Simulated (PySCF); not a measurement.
Choosing a basis for TDDFT

Species: CH7NO2Si2.
Structure used (PBE0-D3(BJ)/def2-SVP), in Å, numbered top down from 1:
```
atom  x, y, z in Å
O1     3.3104   -0.1792   -0.3612
C2     2.7701    0.4885    0.4783
O3     1.4608    0.6770    0.5572
Si4    0.4468   -0.0882   -0.6174
N5    -1.1792    0.3424   -0.2590
Si6   -2.2791   -0.4240    0.8627
H7     3.3083    1.0265    1.2877
H8     0.8254    0.4508   -1.9473
H9     0.6099   -1.5544   -0.4707
H10   -1.4883    1.2326   -0.6424
H11   -3.6162   -0.6328    0.2282
H12   -1.6757   -1.7388    1.2249
H13   -2.4876    0.3825    2.1050
```

TDDFT with PBE0 (PySCF), vertical singlets, core orbitals frozen in the response, spherical d and f functions. One conformer (not necessarily the lowest) at the PBE0-D3(BJ)/def2-SVP geometry, without solvent, vibrations or thermal averaging.

```tsv
basis	functions	diffuse	S1 (eV)	S2 (eV)	S3 (eV)	S4 (eV)	S5 (eV)	LUMO (eV)	α (au)
6-31G*	106	no	5.83	6.73	7.32	7.73	7.94	0.30	62.7
def2-SVP	127	no	5.79	6.87	7.21	7.85	8.00	0.10	66.7
6-31+G*	130	yes	5.78	6.28	7.06	7.23	7.32	-0.39	72.0
def2-SVPD	190	yes	5.74	6.50	6.98	7.46	7.56	-0.27	78.9
aug-cc-pVDZ	209	yes	5.70	6.20	6.94	7.06	7.16	-0.47	80.4
def2-TZVP	240	no	5.74	6.52	7.11	7.49	7.63	-0.13	74.8
```

Question: Compare the sets with the largest diffuse one.

Answer: States are compared by their number. Against the largest diffuse basis here (aug-cc-pVDZ, itself not a converged limit), sets without diffuse functions differ by up to 0.13 eV in S1 and 0.84 eV in S5; the smaller diffuse sets differ by up to 0.08 and 0.40 eV. S1 is led by HOMO→LUMO (53%) in 6-31G* and by HOMO-1→LUMO+1 (53%) in aug-cc-pVDZ. State by state, the largest deviation of a set without diffuse functions is S1 0.13, S2 0.67, S3 0.38, S4 0.79, S5 0.84 eV. The same number needn't mean the same state in each row. Against aug-cc-pVDZ the polarisability deviates by -22% in 6-31G*, -17% in def2-SVP, -10% in 6-31+G*, -2% in def2-SVPD, -7% in def2-TZVP. A single + in a Pople set puts diffuse functions on heavy atoms only.
